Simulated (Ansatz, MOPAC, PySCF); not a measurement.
C₄H₉O₂Sb, SMILES `[Sb]([OH])([OH])[CH2]CC=C`, neutral singlet in the gas phase. In the def2 sets core potentials replace the inner electrons of Sb.

Cartesian coordinates (Å):
SMILES: [OH][Sb]([OH])[CH2]CC=C
```xyz
16

C     -3.0734    -0.3420     0.1890
C     -1.9130     0.3190     0.1989
C     -0.5758    -0.2753     0.5408
C      0.4012    -0.2280    -0.6414
Sb     2.4269    -0.8529    -0.1033
O      3.1406     0.4363    -1.4691
O      2.5482     0.3384     1.5071
H     -3.1286    -1.4026     0.4575
H     -4.0114     0.1493    -0.0838
H     -1.9013     1.3803    -0.0837
H     -0.7137    -1.3155     0.8837
H     -0.1284     0.2713     1.3902
H      0.0481    -0.8502    -1.4795
H      0.5365     0.7958    -1.0292
H      4.0993     0.3425    -1.5653
H      2.2448     1.2335     1.2883
```
Charge 0, multiplicity 1.

All levels are single points at this geometry (B3LYP-D3(BJ)/def2-SVP); Pople sets use spherical d functions. Orbital energies aren't observables, and empty levels follow the basis.

PM6 in MOPAC gives gap (eV) = 10.49.

Problem. Estimate the gap (eV) from each of these levels: CAM-B3LYP-D3(BJ)/def2-TZVP in Ansatz (a program for electronic structure); PBE-D3(BJ)/def2-TZVP in Ansatz; PBE0-D3(BJ)/def2-TZVP in Ansatz; B3LYP/6-31G* (LANL2DZ on Sb) in PySCF; HF/6-31G* (LANL2DZ on Sb) in PySCF; AM1 in MOPAC; PM3 in MOPAC; PM7 in MOPAC.

Solution. 
| level | gap (eV) |
|---|---|
| CAM-B3LYP-D3(BJ)/def2-TZVP in Ansatz | 8.38 |
| PBE-D3(BJ)/def2-TZVP in Ansatz | 4.34 |
| PBE0-D3(BJ)/def2-TZVP in Ansatz | 6.21 |
| B3LYP/6-31G* (LANL2DZ on Sb) in PySCF | 5.91 |
| HF/6-31G* (LANL2DZ on Sb) in PySCF | 11.88 |
| AM1 in MOPAC | 10.35 |
| PM3 in MOPAC | 9.81 |
| PM7 in MOPAC | 10.06 |
